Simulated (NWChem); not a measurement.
Total energies of ClSn

```
Sn
Cl 1 2.3941
```
Charge 0, spin multiplicity 2.

Everything below was run with NWChem. The geometry was optimised at UPBE0/def2-SVP with def2 effective core potentials on Sn, a minimum by its harmonic frequencies.

Basis set: def2-TZVP (87 functions).

```json
[
 {"method": "UHF", "total energy (Ha)": "-672.91378", "relative cost": "1"},
 {"method": "UMP2", "total energy (Ha)": "-673.37864", "relative cost": "under 3"},
 {"method": "UB2PLYP", "total energy (Ha)": "-674.20939", "relative cost": "under 3"},
 {"method": "UPBE", "total energy (Ha)": "-674.35896", "relative cost": "under 3"},
 {"method": "UB3LYP", "total energy (Ha)": "-674.63758", "relative cost": "under 3"},
 {"method": "UBHandHLYP", "total energy (Ha)": "-674.48028", "relative cost": "under 3"}
]
```

Total energies of different functionals aren't comparable as a measure of quality: only differences taken within one method are. The cost column gives rough processor time relative to UHF; each entry includes its own SCF.

Effective core potentials replace the inner electrons of Sn; spin-orbit coupling is left out. The correlated methods keep 9 core orbitals frozen. B3LYP has NWChem's definition, with VWN1-RPA local correlation. This spin state was chosen for the runs; another may lie lower. The structure started from a generated list of species. The unpaired electrons of the parent sit in orbitals of symmetry b2 (C2v labels of the run); other states weren't searched. The stability of the SCF solutions was not checked. Open-shell Hartree-Fock references start from PBE0 orbitals; any time given for them includes that run.
